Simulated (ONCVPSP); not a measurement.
# Reading a pseudo-wave (vanadium)

Columns: radius, all-electron u(r) and pseudo u(r) of the 3s shell (level -82.15 eV) of vanadium in the configuration [Ne] 3s2 3p6 3d3 4s0.5; PBE, scalar-relativistic, ONCV scheme, ONCVPSP 4.0.1.

```
r (bohr)  all-electron  pseudo
   0.068        0.1616  0.0829
   0.135       -0.3749  0.1684
   0.202       -0.5988  0.2613
   0.270       -0.4950  0.3652
   0.338       -0.2075  0.4789
   0.405        0.1310  0.5972
   0.473        0.4545  0.7177
   0.540        0.7177  0.8297
   0.608        0.9171  0.9297
   0.675        1.0473  1.0091
   0.742        1.1202  1.0657
   0.810        1.1458  1.0967
   0.878        1.1343  1.1000
   0.945        1.0966  1.0774
   1.013        1.0401  1.0317
   1.080        0.9731  0.9704
   1.148        0.8989  0.8983
   1.215        0.8235  0.8234
   1.283        0.7475  0.7475
   1.350        0.6752  0.6751
   1.418        0.6055  0.6054
   1.485        0.5414  0.5413
   1.553        0.4812  0.4812
   1.620        0.4271  0.4270
   1.688        0.3772  0.3771
   1.755        0.3328  0.3328
```

Problem. How many radial nodes do the two functions have?

Solution. The all-electron 3s function has n − l − 1 = 2; the pseudo-wave has 0, since the states of the same l below it are removed with the core.

Problem. At about which radius was the pseudo-wave matched?

Solution. 1.35 bohr. The columns agree to 0.0005 from 1.22 bohr on; several derivatives are matched, so the curves merge somewhat inside the radius.

Problem. Is the pseudo-wave norm-conserving?

Solution. Yes: the ONCV scheme keeps the norm inside the radius equal to the all-electron one, which fixes the energy derivative of the logarithmic derivative at the level.
